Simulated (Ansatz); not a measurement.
Geometry optimisation, Ansatz 0.2.0, RKS PBE0-D4/def2-SVP.

Input file:

```yaml
crystal:
  periodic: [false, false, false]
  atoms:
    - { symbol: Si, position_ang: [-0.090785, 0.060121, -0.736313] }
    - { symbol: Br, position_ang: [1.730743, 1.211984, -1.506202] }
    - { symbol: "N", position_ang: [0.515344, -1.549178, -0.857204] }
    - { symbol: H, position_ang: [1.357432, -1.582967, -1.428058] }
    - { symbol: H, position_ang: [-1.239594, 0.385577, -1.644602] }
    - { symbol: Si, position_ang: [-0.487728, 0.831531, 1.439905] }
    - { symbol: H, position_ang: [-0.08578, -2.356072, -0.991875] }
    - { symbol: H, position_ang: [-0.60012, 2.322517, 1.431973] }
    - { symbol: H, position_ang: [0.659266, 0.414119, 2.300146] }
    - { symbol: H, position_ang: [-1.758778, 0.262168, 1.99233] }
basis:
  gaussian: { orbitals: def2-SVP }
hamiltonian:
  xc: pbe0
  dispersion: d4
relax:
  f_tol: 0.03
  max_steps: 50
```

Command:

```bash
$ ansatz run input.yaml --threads 2 --pin off --max-ram 3072MiB --backend cpu --events-out ev --progress --plain --runs-dir out
```

Task: Where does it end, and by what steps?

Result: The forces met the threshold. The force dipped under the threshold on the way, but the program's further checks kept it going. After 19 steps the energy has fallen by 0.253 eV; H7 moved furthest, 1.30 Å.

| step | energy less start (eV) | largest force component (eV/Å) | accepted |
| --- | --- | --- | --- |
| 0 | 0.0000 | 0.465 | yes |
| 1 | -0.0219 | 0.573 | yes |
| 2 | -0.0502 | 0.240 | yes |
| 3 | -0.0594 | 0.169 | yes |
| 4 | -0.0802 | 0.308 | yes |
| 5 | -0.1032 | 0.139 | yes |
| 6 | -0.1206 | 0.158 | yes |
| 7 | -0.1138 | 0.858 | no |
| 8 | -0.1320 | 0.136 | yes |
| 9 | -0.1440 | 0.369 | yes |
| 10 | -0.1702 | 0.330 | yes |
| 11 | -0.1606 | 1.931 | no |
| 12 | -0.1945 | 0.291 | yes |
| 13 | -0.2167 | 0.279 | yes |
| 14 | -0.2398 | 0.293 | yes |
| 15 | -0.2226 | 0.594 | no |
| 16 | -0.2492 | 0.105 | yes |
| 17 | -0.2527 | 0.022 | yes |
| 18 | -0.2523 | 0.041 | no |
| 19 | -0.2531 | 0.018 | yes |

```xyz
10
Properties=species:S:1:pos:R:3
Si 0.033 0.160 -0.822
Br 1.848 1.425 -1.308
N 0.292 -1.538 -0.900
H 0.396 -1.990 -1.803
H -0.974 0.510 -1.862
Si -0.537 0.761 1.365
H 0.872 -1.989 -0.201
H -0.688 2.243 1.464
H 0.568 0.317 2.271
H -1.809 0.102 1.796
```

The run took 34 s on 2 threads of Intel(R) Xeon(R) 6975P-C (Granite Rapids), with other jobs on the host, peak memory 0.29 GiB.
